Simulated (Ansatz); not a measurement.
Geometry optimisation, RKS BHLYP/def2-SVP (Ansatz 0.2.0).

Input:

```yaml
crystal:
  periodic: [false, false, false]
  atoms:
    - { symbol: Zr, position_ang: [0.169854, 0.0, -0.065747] }
    - { symbol: Cl, position_ang: [0.290705, 0.0, 2.405452] }
    - { symbol: Cl, position_ang: [2.36852, 0.0, -0.791582] }
    - { symbol: Cl, position_ang: [-0.789708, 1.925506, -0.93331] }
    - { symbol: Cl, position_ang: [-0.789708, -1.925506, -0.93331] }
    - { symbol: Br, position_ang: [-3.40591, 0.0, 1.488177] }
    - { symbol: H, position_ang: [-2.276653, 0.0, 2.468321] }
basis:
  gaussian: { orbitals: def2-SVP }
hamiltonian:
  xc: { name: BHLYP }
relax:
  f_tol: 0.03
  max_steps: 50
```

Run as:

```bash
$ ansatz run input.yaml --threads 4 --pin off --max-ram 5120MiB --backend cpu --events-out ev --progress --plain --runs-dir out
```

Task: Where does it end, and by what steps?

Result: The forces met the threshold. The force dipped under the threshold on the way, but the program's further checks kept it going. After 13 steps the energy has fallen by 0.185 eV; H7 moved furthest, 0.49 Å.

```json
{"step": "0", "energy less start (eV)": "0.0000", "largest force component (eV/Å)": "1.371", "accepted": "yes"}
{"step": "1", "energy less start (eV)": "-0.1139", "largest force component (eV/Å)": "1.377", "accepted": "yes"}
{"step": "2", "energy less start (eV)": "-0.1758", "largest force component (eV/Å)": "0.168", "accepted": "yes"}
{"step": "3", "energy less start (eV)": "-0.1788", "largest force component (eV/Å)": "0.075", "accepted": "yes"}
{"step": "4", "energy less start (eV)": "-0.1802", "largest force component (eV/Å)": "0.035", "accepted": "yes"}
{"step": "5", "energy less start (eV)": "-0.1812", "largest force component (eV/Å)": "0.033", "accepted": "yes"}
{"step": "6", "energy less start (eV)": "-0.1816", "largest force component (eV/Å)": "0.029", "accepted": "yes"}
{"step": "7", "energy less start (eV)": "-0.1813", "largest force component (eV/Å)": "0.258", "accepted": "no"}
{"step": "8", "energy less start (eV)": "-0.1825", "largest force component (eV/Å)": "0.054", "accepted": "yes"}
{"step": "9", "energy less start (eV)": "-0.1827", "largest force component (eV/Å)": "0.203", "accepted": "yes"}
{"step": "10", "energy less start (eV)": "-0.1844", "largest force component (eV/Å)": "0.039", "accepted": "yes"}
{"step": "11", "energy less start (eV)": "-0.1847", "largest force component (eV/Å)": "0.020", "accepted": "yes"}
{"step": "12", "energy less start (eV)": "-0.1849", "largest force component (eV/Å)": "0.041", "accepted": "yes"}
{"step": "13", "energy less start (eV)": "-0.1849", "largest force component (eV/Å)": "0.010", "accepted": "yes"}
```

```xyz
7
Properties=species:S:1:pos:R:3
Zr 0.235 0.000 -0.075
Cl 0.421 0.000 2.261
Cl 2.416 0.000 -0.880
Cl -0.761 1.936 -0.909
Cl -0.761 -1.936 -0.909
Br -3.290 0.000 1.433
H -2.693 0.000 2.717
```

Whether the end is a true minimum wasn't checked by a vibrational analysis.

Time of the run: 33 s on 4 threads of Intel(R) Xeon(R) 6975P-C (Granite Rapids), on a shared host, peak memory 0.47 GiB.
